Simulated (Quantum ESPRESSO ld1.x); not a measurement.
Problem. All-electron atom: Eu59+ in [He] 2s2 (the NIST ground configuration). All-electron calculation, scalar-relativistic Kohn-Sham, LDA (Slater exchange, Perdew-Zunger correlation), spin-polarised, spherical densities, point nucleus. Program: ld1.x of Quantum ESPRESSO 7.5. Some entries of the table are withheld. Estimate them.

orbital,occ.,eigenvalue (Ry),<r^2> (bohr^2),<1/r> (bohr^-1)
1s,2,(1),0.0006737,70.39
2s,2,-983.251,0.009638,(2)
2p,0,-932.422,0.007506,(3)
3s,0,-422.563,(4),7.356

Solution. 
(1) 1s eigenvalue (Ry): -4028.45
(2) 2s <1/r> (bohr^-1): 17.20
(3) 2p <1/r> (bohr^-1): 16.06
(4) 3s <r^2> (bohr^2): 0.05002
